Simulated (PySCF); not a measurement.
Geometry (Å), atoms numbered from 1 in this order:
```xyz
14

Al    1.382    2.252   -0.128
Cl    3.346    2.337    0.597
Cl    0.541    3.970   -0.983
C     0.374    0.618   -0.020
C     0.942   -0.545    0.529
C     0.218   -1.734    0.590
C    -1.088   -1.776    0.101
C    -1.670   -0.633   -0.446
C    -0.944    0.554   -0.507
H     1.966   -0.523    0.915
H     0.672   -2.631    1.018
H    -1.656   -2.709    0.146
H    -2.693   -0.668   -0.829
H    -1.410    1.444   -0.940
```

- PBE0-D3(BJ)/def2-SVP geometry
- σ from GIAO-B3LYP/pcSseg-1 (pcSseg-2 on Al)
- program: PySCF 2.14
- averaged over atoms made equivalent by symmetry, fast rotation or ring inversion, a single conformation, no relativistic terms, gas phase

References, each an isolated molecule treated in the same way: ¹³C, ¹H against TMS; ²⁷Al against [Al(H2O)6]3+; ³⁵Cl against HCl.

```csv
atoms,nucleus,count,δ (ppm)
C5/C9,¹³C,2,?
C4,¹³C,1,137.2
Cl2/Cl3,³⁵Cl,2,9
H11/H13,¹H,2,7.45
Al1,²⁷Al,1,?
C7,¹³C,1,139.4
H12,¹H,1,7.52
H10/H14,¹H,2,7.86
C6/C8,¹³C,2,?
```

Problem. Complete the table.

Solution. 
- C5/C9: 145.5 ppm, carbon bonded to 2 C, H
- C6/C8: 134.6 ppm, carbon bonded to 2 C, H
- Al1: 199.2 ppm, aluminium bonded to C, 2 Cl

Shifts are as computed, not scaled to solution data. Of 1309 compounds with measured shifts, 239 miss one by over three times the rms of a fit or turn the order of signals round; such compounds aren't used in these exercises.
